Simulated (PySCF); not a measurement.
C2H4Cl2Si, SMILES C(=C/[SiH2]Cl)/Cl.

Geometry optimised at PBE0-D3(BJ)/def2-SVP. The structure was generated by enumeration; whether it is a known compound was not checked. Other conformers were not sampled.

These are SMD-M06-2X/def2-SVP (PySCF) values and carry that method's errors.

Solvation free energies are E(SMD) − E(gas) at the gas-phase geometry, for 1 M in both phases. In vacuum the dipole moment is 1.74 D.

Q: Estimate the solvation free energies in water, benzene, n-hexane. (Estimate from the structure and the level; the computed values follow.)

A: 
```csv
solvent,ΔG(solv) (kcal/mol),its non-electrostatic (CDS) part,dipole (D)
water,0.8,3.6,2.20
benzene,-3.3,-2.1,1.95
n-hexane,-3.0,-2.0,1.91
```
